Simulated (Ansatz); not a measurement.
`N[CH]([SiH3])[GeH3]` + H₂Se → `NC([SiH3])[SeH]` + GeH₄  (substitution at a C–Ge bond)

Computed with Ansatz on PBE0-D4/def2-TZVP structures; ΔE is electronic, products minus reactants. CCSD(T)/CBS is the MP2 limit (def2-TZVPP, def2-QZVPP) plus CCSD(T) − MP2 in def2-TZVPP, frozen cores. DFT in def2-TZVPP. B3LYP here is the variant with VWN-RPA as its local correlation; programs differ in this. For Ge, Se outer-core shells are correlated without core-valence functions, which leaves a few kJ/mol of doubt a bond. Scalar relativity is left out up to krypton. Each species was taken in one conformer, which may not be the lowest.

`N[CH]([SiH3])[GeH3]`:

```xyz
13

N    -0.507    1.411    0.676
C    -0.510    0.124   -0.015
Si    0.490    0.257   -1.600
Ge    0.287   -1.227    1.179
H    -1.049    1.381    1.531
H    -0.894    2.146    0.097
H    -1.511   -0.255   -0.281
H     1.925    0.505   -1.307
H    -0.029    1.391   -2.419
H     0.355   -1.000   -2.384
H    -0.441   -1.152    2.537
H     1.781   -0.945    1.396
H     0.102   -2.636    0.589
```

H₂Se:

Cartesian coordinates in Å:
```
Se -0.037 0.334 -0.596
H -0.993 -0.427 0.215
H 1.030 0.093 0.382
```

`NC([SiH3])[SeH]`:

```xyz
11

N    -0.401    1.663    0.143
C    -0.184    0.300    0.596
Si    0.822   -0.773   -0.591
Se   -1.985   -0.470    0.878
H    -0.672    1.695   -0.832
H     0.431    2.225    0.268
H     0.291    0.344    1.578
H     0.929   -2.183   -0.130
H     2.191   -0.196   -0.718
H     0.158   -0.728   -1.920
H    -1.579   -1.876    0.728
```

GeH₄:

Z-matrix (Å, degrees):
```
Ge
H 1 1.534
H 1 1.534 2 109.5
H 1 1.534 2 109.5 3 -120.0
H 1 1.534 2 109.5 3 120.0
```

| level | ΔE (kJ/mol) | difference from CCSD(T)/CBS |
| --- | --- | --- |
| PBE-D4 | 21.0 | -8.7 |
| r2SCAN-D4 | 24.4 | -5.3 |
| PBE0-D4 | 25.3 | -4.4 |
| B3LYP-D4 | 23.0 | -6.7 |
| ωB97X-V | 27.6 | -2.1 |
| ωB97M-V | 28.0 | -1.7 |
| B2PLYP | 24.7 | -5.0 |
| PBE | 20.7 | -9.0 |
| r2SCAN | 24.1 | -5.6 |
| PBE0 | 24.9 | -4.8 |
| B3LYP | 22.9 | -6.8 |
| HF/def2-TZVPP | 27.8 | -1.9 |
| MP2/def2-TZVPP | 28.1 | -1.6 |
| SCS-MP2/def2-TZVPP | 26.8 | -2.9 |
| CCSD/def2-TZVPP | 30.1 | 0.4 |
| CCSD(T)/def2-TZVPP | 28.6 | -1.1 |
| HF/def2-QZVPP | 27.1 | -2.6 |
| MP2/def2-QZVPP | 28.5 | -1.2 |
| SCS-MP2/def2-QZVPP | 27.1 | -2.6 |
| HF/CBS(def2) | 27.0 | -2.7 |
| MP2/CBS(def2) | 29.3 | -0.4 |
| CCSD/CBS(def2) | 31.3 | 1.6 |
| CCSD(T)/CBS | 29.7 | 0 |

Largest T1 diagnostic among the species: 0.012.

From PBE to PBE0 (25 % exact exchange), in def2-TZVPP and without D4, ΔE moves by +4.2 kJ/mol.
